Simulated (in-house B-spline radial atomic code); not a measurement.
## Binding energies in Mo VIII (Mo7+)

NIST's tabulated ground configuration is [Ar] 3d10 4s2 4p5; each binding energy is the energy of the ion with one electron taken from that subshell, relaxed, less that of the parent. Computed with a radial B-spline atomic code at the basis-set limit: Dirac-Hartree-Fock, average of configuration, Fermi nucleus of rms radius 4.4091 fm. Energies include first-order Breit, QED and recoil terms.

| subshell | X-ray name | binding energy (eV) | -ε (eV) | relaxation (eV) |
| --- | --- | --- | --- | --- |
| 1s | K | 20125.7 | 20232.7 | 52.5 |
| 2s | L1 | 2998.9 | 3028.4 | 24.3 |
| 3s | M1 | 631.3 | 638.4 | 6.3 |
| 3d3/2 | M4 | 353.5 | 360.8 | 7.2 |
| 3d5/2 | M5 | 350.3 | 357.4 | 7.1 |
| 4s | N1 | 177.4 | 178.2 | 0.7 |
| 4p | N2,3 | 144.6 | 145.3 | 0.6 |

Relaxation = -ε minus the binding energy without Breit, QED and recoil terms.

(1) What does it cost to remove both a 3d3/2 and a 4p electron?

(2) What does it cost to remove both a 3d5/2 and a 3d3/2 electron?

(3) What does it cost to remove two 4p electrons?

## Answers

(1) 522.69 eV, which is 24.55 eV more than the two single binding energies together.

(2) 749.6 eV, which is 45.77 eV more than the two single binding energies together.

(3) 309.05 eV, which is 19.81 eV more than the two single binding energies together.
